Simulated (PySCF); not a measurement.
## How the method moves the HOMO and LUMO of `[SiH3]C[C@H]1C=N1`

Species: C₃H₇NSi.
Z-matrix (Å and degrees, PBE0-D3(BJ)/def2-SVP geometry), rows numbered from 1:
```
Si
C   1  1.8932
C   2  1.5092  1  116.17
C   3  1.4487  2  123.83  1   -31.88
N   4  1.2533  3   68.12  2   102.47
H   1  1.4954  2  108.17  3   176.27
H   1  1.4917  2  112.04  3   -63.59
H   1  1.4970  2  110.50  3    57.76
H   2  1.1052  1  107.41  3  -123.19
H   2  1.1044  1  107.65  3   123.43
H   3  1.0998  2  114.75  1   169.17
H   4  1.0934  3  153.13  5  -178.18
```

Basis pcSseg-2 throughout (PySCF), one geometry. Isolated species at its PBE0-D3(BJ)/def2-SVP geometry (one conformer only).

Problem. How do the orbital energies, the gap and the dipole change with the method?

Solution. 
```csv
method,kind,HOMO (eV),LUMO (eV),gap (eV),μ (D),SCF cycles
B97-2,global hybrid,-7.50,-0.83,6.68,2.24,14
PBE0,global hybrid,-7.76,-0.77,6.99,2.25,14
mPW1PW91,global hybrid,-7.79,-0.78,7.01,2.25,14
BHandHLYP,global hybrid,-8.98,0.41,9.40,2.34,13
CAM-B3LYP,range-separated hybrid,-9.15,0.42,9.57,2.31,13
wB97X-D,range-separated hybrid,-9.64,1.12,10.76,2.29,14
LC-wPBE,range-separated hybrid,-10.51,1.69,12.20,2.33,14
```

The HOMO spans 3.01 eV, from B97-2 down to LC-wPBE, and the gap runs from 6.68 eV (B97-2) to 12.20 eV (LC-wPBE). Over the methods B97-2 (21 %), PBE0 (25 %), mPW1PW91 (25 %), BHandHLYP (50 %), a straight line through the gap against the share of exact exchange rises by 0.95 eV for each 10 % (correlation coefficient 1.000). The dipole ranges from 2.24 D (B97-2) to 2.34 D (BHandHLYP). This basis has no diffuse functions.

The vertical ΔSCF ionisation energy at wB97X-D/def2-SVPD is 10.06 eV; −ε(HOMO) comes closest to it with wB97X-D (9.64 eV).
